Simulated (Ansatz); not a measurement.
Species: C₇H₁₄, net charge 0, singlet state. 
Coordinates optimised at B3LYP-D3(BJ)/def2-TZVP (Ansatz, an electronic-structure program):
```xyz
21

C     -2.4987    -0.2215    -0.7192
C     -1.2281    -0.2950     0.1148
C     -0.7856     1.0596     0.7109
C      0.7580     0.9988     0.8234
C      1.1767    -0.3852     0.2781
C      2.5492    -0.4045    -0.3787
C      0.0152    -0.7680    -0.6434
H     -2.7713    -1.2007    -1.1193
H     -2.3656     0.4602    -1.5638
H     -3.3422     0.1427    -0.1281
H     -1.3959    -0.9952     0.9413
H     -1.2701     1.2543     1.6687
H     -1.0856     1.8675     0.0388
H      1.1110     1.1503     1.8444
H      1.2146     1.7837     0.2153
H      1.1821    -1.0953     1.1129
H      3.3304    -0.1029     0.3229
H      2.5796     0.2850    -1.2268
H      2.8012    -1.4010    -0.7485
H      0.0997    -0.2201    -1.5902
H     -0.0082    -1.8333    -0.8833
```

Total electronic energies in hartree. Cores are frozen in the correlated levels unless marked. Spin-orbit coupling is left out. Non-relativistic unless marked X2C. CBS(X,Y): correlation extrapolated as X^-3; Hartree-Fock from the larger set. The bracket is a focal-point correction in the basis named.

```
level                                                                 program  energy (Eh)
-------------------------------------------------------------  --------------  -----------
HF/6-31G*                                                              Ansatz   -273.23487
HF/cc-pVDZ                                                             Ansatz   -273.25418
HF/cc-pVTZ                                                             Ansatz   -273.32694
RI-HF/aug-cc-pVQZ                                                      Ansatz   -273.34419
revPBE-D3(BJ)/def2-TZVPD                                       Ansatz + dftd3   -275.23426
revPBE-D4/def2-TZVPD                                           Ansatz + dftd4   -275.24613
PBE0/STO-3G                                                            Ansatz   -271.62996
PBE0-D4/def2-TZVPD                                             Ansatz + dftd4          [?]
PBE0/def2-QZVPP                                                        Ansatz   -274.95962
BHLYP-D3(BJ)/def2-TZVPD                                        Ansatz + dftd3   -275.12322
HSE06-D4/def2-TZVPD                                            Ansatz + dftd4   -274.93653
HSE06/def2-TZVPD                                                       Ansatz   -274.92282
wB97M-V/def2-TZVPD                                                     Ansatz   -275.12209
MP2/cc-pVTZ                                                            Ansatz   -274.54721
RI-MP2/cc-pVQZ                                                         Ansatz   -274.63757
SCS-MP2/6-31G                                                          Ansatz   -273.76891
SCS-MP2/6-31G*                                                         Ansatz   -274.14539
SCS-MP2/aug-cc-pVTZ                                                    Ansatz   -274.57365
CCSD/aug-cc-pVDZ                                                       Ansatz   -274.39086
CCSD(T)/6-31G*                                                         Ansatz   -274.26504
CCSD(T)/cc-pVDZ                                                        Ansatz   -274.37961
X2C-CCSD(T)/cc-pVTZ-DK                                                 Ansatz   -274.77246
RI-MP2/CBS(aug-cc-pVTZ,aug-cc-pVQZ)+[CCSD(T)-MP2]/aug-cc-pVTZ          Ansatz    -274.8149
```

**Question.** Some entries are withheld; supply them.

**Answer.** 
- PBE0-D4/def2-TZVPD, energy (Eh): -274.95537
